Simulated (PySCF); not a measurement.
C₃H₉ClOSi₂.
SMILES: `C[C@@H]1C[SiH2]O[Si@H]1Cl`

Level of theory: PySCF, TDDFT wB97X-D/def2-SVPD, vertical, gas phase, core orbitals frozen in the response. Isolated species at its GFN2-xTB geometry (one conformer only).

Broadening: Gaussians 0.3 eV wide at half height, area fixed by f = 4.319×10⁻⁹ ∫ε dν̃. The width is an assumption, not a result. The curve ends short of the highest state used, and states not computed would add to its high-energy end.

```csv
E (eV),ε (L mol⁻¹ cm⁻¹)
6.95,3
6.98,6
7.01,13
7.04,26
7.07,50
7.10,90
7.13,154
7.16,249
7.19,382
7.22,555
7.25,769
7.28,1014
7.31,1279
7.34,1549
7.37,1809
7.40,2052
7.43,2273
7.46,2472
7.49,2650
7.52,2803
7.55,2924
7.58,3001
7.61,3022
7.64,2982
7.67,2886
7.70,2749
7.73,2590
7.76,2429
7.79,2280
7.82,2149
7.85,2036
7.88,1941
7.91,1866
7.94,1819
7.97,1813
8.00,1863
```

Q: Locate the maxima and give the states behind the curve.

A: 163 nm (7.61 eV), ε about 3000, made up of S1 (14%) and S2 (75%) (ε in L mol⁻¹ cm⁻¹; maxima over ε = 5, shares over 10%). At its high-energy end, 8.00 eV, the curve is still rising (ε about 1900, from S4, S5 and S6). The states used: S1 7.40 eV (f 0.017); S2 7.61 eV (f 0.025); S3 7.76 eV (f 0.0060); S4 7.89 eV (f 0.013); S5 8.10 eV (f 0.0039); S6 8.20 eV (f 0.027); S7 8.47 eV (f 0.026); S8 8.60 eV (f 0.046).

Q: What would ε be at 7.61 eV, the highest of these maxima, with half the width (0.15 eV)?

A: About 4600 L mol⁻¹ cm⁻¹ against 3020, a factor of about 1.5; a lone state at its own centre would give exactly 2.

Q: Does any computed singlet lie in the visible range?

A: No computed singlet lies in the visible range (380 to 750 nm); the lowest, at 168 nm, stands 4.14 eV above its violet end (3.26 eV).

Q: Coming from long wavelengths, where does ε first pass 100 L mol⁻¹ cm⁻¹?

A: At about 174 nm (7.11 eV), 0.30 eV below S1.
